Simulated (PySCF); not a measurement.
**Spinor energies of Rh⁺ (rhodium, charge +1)**

Start: [Kr] 4d7 5s1; 4d3/2 filled at m_j = +1/2, +3/2; 4d5/2 filled at m_j = -3/2, -1/2, +1/2, +3/2, +5/2; 5s1/2 filled at m_j = +1/2. Calculated with PySCF 2.14 in x2c-TZVPall-2c with one added diffuse shell each of s, p, d type (9s10p8d1f, 86 functions): generalised Hartree-Fock with the X2C-1e Hamiltonian and a Gaussian nucleus; one run each with spin-orbit coupling (SO) switched off, then screened by Boettger's factors. This is a chosen level, not necessarily the ground level.

| spinor shell | electrons | ε, spin-free (eV) | ε, screened SO (eV) | weight of nominal j (screened SO) | rms radius, screened SO (bohr) |
| --- | --- | --- | --- | --- | --- |
| 1s1/2 | 2 | -23354.3 | -23352.6 | 1.000 | 0.0374 |
| 2s1/2 | 2 | -3478.0 | -3477.5 | 1.000 | 0.154 |
| 2p1/2 | 2 | -3111.4 | -3211.5 | 1.000 | 0.134 |
| 3s1/2 | 2 | -666.64 | -666.46 | 1.000 | 0.415 |
| 3p1/2 | 2 | -542.96 | -560.80 | 1.000 | 0.411 |
| 3p3/2 | 4 | -542.96 | -534.55 | 1.000 | 0.422 |
| 3d3/2 | 4 | -345.53 | -348.74 | 0.992 | 0.401 |
| 3d5/2 | 6 | -345.53 | -343.19 | 0.995 | 0.405 |
| 4s1/2 | 2 | -112.98 | -112.92 | 1.000 | 1.05 |
| 4p1/2 | 2 | -75.251 | -80.246 | 0.829 | 1.15 |
| 4p3/2 | 4 | -75.251 | -72.787 | 0.915 | 1.16 |
| 4d5/2 | 5 | -23.617 | -24.416 | 0.545 | 1.59 |
| 4d3/2 | 2 | -23.617 | -21.644 | 0.632 | 1.60 |
| 5s1/2 | 1 | -15.001 | -14.995 | 1.000 | 3.13 |

(1) Where does 2p3/2 lie, and what is the 2p spin-orbit splitting (screened SO)?

```json
{"quantity": "E (hartree)", "spin-free": "-4780.53542", "screened SO": "-4781.28749"}
{"quantity": "M_J", "spin-free": "5", "screened SO": "5"}
{"quantity": "⟨J²⟩", "spin-free": "30.007", "screened SO": "30.007"}
{"quantity": "⟨L²⟩", "spin-free": "12.005", "screened SO": "12.122"}
{"quantity": "⟨S²⟩", "spin-free": "6.001", "screened SO": "5.960"}
```

Each row is a mean over spinors that exchange with the open shell spreads, by up to 8.783 eV (4p3/2).

Rows whose weight is well below 1 are mixtures of j = l ± 1/2: exchange outweighs spin-orbit coupling there, and the label is only the starting occupation.

Breit and QED terms are absent; they matter most for the inner s and p1/2 levels.

Densities and radii are taken from the X2C orbitals without a picture-change correction, which distorts them close to the nucleus.

Without spin-orbit coupling the j labels of p, d and f shells carry no meaning; the spin-free column gives the mean over the occupied spinors of each nl shell.

## Answers

(1) At -3064.9 eV, 146.62 eV above 2p1/2.
